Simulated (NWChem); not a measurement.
Electron attachment to ClSi (+1)

```xyz
2

Si     0.0000     0.0000     1.0934
Cl     0.0000     0.0000    -0.9005
```
Charge +1, spin multiplicity 1.

The numbers come from NWChem runs, not from measurements. The geometry was optimised at PBE/def2-SVP, a minimum by its harmonic frequencies.

Basis set: def2-TZVPD. −ε marks an orbital energy of the parent.

B3LYP has NWChem's definition, with VWN1-RPA local correlation. The structure started from a generated list of species.

Task: One of these methods gave a vertical electron affinity of 6.30 eV. Which?
(A) −ε(LUMO) of B3LYP
(B) −ε(LUMO) of HF
(C) −ε(LUMO) of PBE
(D) −ε(LUMO) of PBE0

Result: B, −ε(LUMO) of HF. The others give 10.54 (−ε(LUMO) of PBE), 9.67 (−ε(LUMO) of PBE0), 9.86 (−ε(LUMO) of B3LYP).
